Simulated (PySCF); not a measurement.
This PySCF input asks for the NMR shieldings of `[H]/N=C\C[SiH2]CC(=C)F`, C5H10FNSi; the geometry comes from GFN2-xTB.

```python
import basis_set_exchange as bse
import numpy as np
from pyscf import gto, dft
from pyscf.prop import nmr

atoms = """
C     3.015236    0.243439   -0.397504
C     1.748017    0.309840   -0.034378
F     1.136606    1.525739   -0.028449
C     0.836327   -0.790594    0.357818
Si   -0.477140   -1.167883   -0.990793
C    -1.657641    0.329140   -1.148611
C    -2.375564    0.546126    0.139676
N    -2.083682    1.338183    1.066775
H     3.531848   -0.696496   -0.416011
H     3.565420    1.124053   -0.675242
H     1.425632   -1.680740    0.564185
H     0.318100   -0.506506    1.276193
H    -1.226950   -2.350283   -0.557301
H     0.195582   -1.402054   -2.272333
H    -1.081269    1.218555   -1.409105
H    -2.373327    0.136807   -1.946818
H    -3.244184   -0.086979    0.306159
H    -1.261770    1.915972    0.889323
"""
names = dict.fromkeys(["C", "F", "Si", "N", "H"], "pcSseg-1")
basis = {el: gto.basis.parse(bse.get_basis(n, elements=[el], fmt="nwchem")) for el, n in names.items()}
mol = gto.M(atom=atoms, basis=basis, charge=0, verbose=0)
mf = dft.RKS(mol, xc="PBE0")
mf.grids.level = 2
mf.grids.alignment = dft.numint.BLKSIZE   # the property module wants whole blocks of grid points
mf.conv_tol = 1e-9
mf.kernel()

calc = nmr.RKS(mf)   # GIAO
C = mf.mo_coeff
Co = C[:, mf.mo_occ > 0]
resp = mf.gen_response(singlet=True, hermi=2)
def vind(x):   # induced exchange potential for any number of trial vectors
    d = np.einsum("pi,xij,qj->xpq", C, 2 * x.reshape(-1, C.shape[1], Co.shape[1]), Co, optimize=True)
    return np.einsum("xpq,pi,qj->xij", resp(d - d.transpose(0, 2, 1)), C, Co, optimize=True).ravel()
mo1, _ = nmr.rhf.solve_mo1(calc, with_cphf=vind)
sigma = calc.kernel(mo1)
for i, s in enumerate(sigma):   # ppm
    print("%2d %-2s %9.2f" % (i, mol.atom_pure_symbol(i), np.trace(s) / 3))
```

Q: Give the expected output.

A: 
```
 0 C      93.12
 1 C       9.71
 2 F     259.53
 3 C     169.07
 4 Si    388.84
 5 C     157.99
 6 C      15.01
 7 N     -96.91
 8 H      27.32
 9 H      26.97
10 H      30.02
11 H      29.74
12 H      27.42
13 H      27.48
14 H      29.72
15 H      29.71
16 H      23.91
17 H      20.85
```

These numbers come from an equivalent density-fitted implementation of the same equations, which agrees with the script to about 0.01 ppm for H and up to a few tenths of a ppm for heavy atoms, so last digits may differ.

Q: Turn these shieldings into chemical shifts. δ = σ(ref) − σ, references computed at the same level: ¹³C (186.93 ppm), ²⁹Si (349.16 ppm), ¹H (31.72 ppm) against TMS; CFCl3 for ¹⁹F (170.95 ppm); ¹⁵N (267.73 ppm) against NH3.

A: Averaging equivalent atoms: C 1: 177.2; C 6: 171.9; C 0: 93.8; C 5: 28.9; C 3: 17.9; F 2: -88.6; Si 4: -39.7; N 7: 364.6; H 17: 10.87; H 16: 7.81; H 9: 4.75; H 8: 4.39; H 12/13: 4.27; H 14/15: 2.00; H 10/11: 1.84 ppm. Unscaled 19F shifts against computed CFCl3 carry errors that often reach 10 to 50 ppm. Experimental scales use liquid or dissolved standards, which lie at an offset from isolated NH3 (liquid NH3: subtract about 20 ppm). Unscaled 15N shifts of sp2 nitrogen come out 20 to 40 ppm too high even then.

Size and cost of the density-fitted run: 193 basis functions, 34 s wall time on 1 thread of an Arm Neoverse V1, shared host; peak memory 0.85 GiB.
